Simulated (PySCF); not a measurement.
3-methylsulfanylbuta-1,2-diene (C5H8S), SMILES S(C)C(=C=C)C. Coordinates come from a PBE-D3(BJ)/def2-SVP optimisation. The values are those of a single conformer.

Computed equilibrium geometry at PBE-D3(BJ)/def2-SVP (PySCF confirms it by a frequency run) as bond lengths and angles (one conformer of several):
Atoms: C1 C2 C3 C4 S5 C6 H7 H8 H9 H10 H11 H12 H13 H14. Bonded distances (Å): C1–C2 1.317, C1–H7 1.105, C1–H8 1.105, C2–C3 1.325, C3–C4 1.509, C3–S5 1.796, C4–H9 1.110, C4–H10 1.107, C4–H11 1.110, S5–C6 1.826, C6–H12 1.108, C6–H13 1.107, C6–H14 1.108. Bond angles (°): C2–C1–H7 121.5, C2–C1–H8 121.6, H7–C1–H8 116.9, C1–C2–C3 178.6, C2–C3–C4 124.0, C2–C3–S5 116.9, C4–C3–S5 118.8, C3–C4–H9 111.2, C3–C4–H10 110.9, C3–C4–H11 110.3, H9–C4–H10 107.8, H9–C4–H11 107.3, H10–C4–H11 109.1, C3–S5–C6 101.7, S5–C6–H12 111.3, S5–C6–H13 105.8, S5–C6–H14 112.3, H12–C6–H13 108.8, H12–C6–H14 110.0, H13–C6–H14 108.4.
